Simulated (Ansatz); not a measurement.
`O[Si](O)(F)[SiH2]F` + `N[SiH2]F` → `O[Si](O)(F)F` + `N[SiH2][SiH2]F`  (redistribution)

Calculated with Ansatz (gas phase, PBE0-D4/def2-TZVP geometries, no zero-point term in ΔE). CBS: MP2 limit from def2 TZ/QZ plus the TZ coupled-cluster correction, frozen cores. DFT in def2-TZVPP. Each species was taken in one conformer, which may not be the lowest.

CCSD(T)/CBS gives -0.9 kcal/mol.

**Question.** Another level gave +0.2 kcal/mol. Which?
A. BLYP-D4/def2-TZVPP
B. MP2/def2-TZVPP
C. HF/def2-TZVPP
D. PBE-D4/def2-TZVPP

**Answer.** D. PBE-D4 0.2, HF/def2-TZVPP -1.9, BLYP-D4 1.3, MP2/def2-TZVPP -0.8 kcal/mol.

**Question.** What do rigid-rotor, harmonic-oscillator terms from PBE0-D4/def2-TZVP frequencies (298.15 K, 1 bar) make of the CCSD(T)/CBS value? (Estimate.)

**Answer.** Computed: ΔZPE = -0.4 kcal/mol, ΔH = -1.3 kcal/mol, ΔS = -2 J/(mol·K), ΔG = -1.2 kcal/mol. Modes under 50 cm⁻¹ make the entropy rough.

Largest T1 diagnostic among the species: 0.012.

From PBE to PBE0 (25 % exact exchange), in def2-TZVPP and without D4, ΔE moves by −1.3 kcal/mol. Leaving LDA and LC-ωPBE aside and taking each functional with its dispersion term where it has one, the values, not all of them listed here, spread over 3.4 kcal/mol, from B97M-V to BLYP-D4. LDA lies −0.7 kcal/mol from PBE without D4.
